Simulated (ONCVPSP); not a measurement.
## Ranking ONCV potentials for nickel

All share these settings but for the change named:

- Element: nickel (Ni)
- Generator: ONCVPSP 4.0.1
- Type: optimised norm-conserving Vanderbilt (ONCV)
- Functional: PBE
- Relativity: scalar-relativistic
- Frozen core: [Ne]
- Valence charge: 18
- Reference configuration: 3s2 3p6 3d8 4s1 (charge +1)
- Partial waves: 3s+4s: rc 1.15 bohr, ncon 3, nbas 7, qcut 8.4 1/bohr, 2 projectors; 3p: rc 0.75 bohr, ncon 3, nbas 6, qcut 12.3 1/bohr, 2 projectors, debl 2.2 Ha; 3d: rc 1.45 bohr, ncon 4, nbas 8, qcut 10.7 1/bohr, 2 projectors, debl 0.9 Ha
- Local potential: polynomial inside 0.50 bohr (lpopt 5, dvloc0 0 Ha)
- Core correction: polynomial model core, fcfact 0.3

In the p channel the program set the typed energies aside and used -2.959, 0.250 Ha.

Test errors are all-electron minus pseudo excitation energies from the reference, over 3s2 3p6 3d8 4s2; 3s2 3p6 3d8 4s0; 3s2 3p6 3d7 4s0; 3s2 3p6 3d9 4s0. None of these files shows a bound ghost.

The base gives 32.7 meV.

Of 7 variants that were run, those that failed, showed a ghost or another fault, or gave nearly equal values are left out.

A variant can come out equal or close to the base, since the largest error may sit in a test that the change hardly touches while other tests move.

Q: Rank these variants by their largest absolute test error, smallest first.
A. d: rc 1.26
B. d: rc 1.42
C. d: rc 1.74
D. d: rc 1.02
E. d: rc 1.58

A: D (4.8 meV), A (15.6 meV), B (29.9 meV), E (50.1 meV), C (74.6 meV).
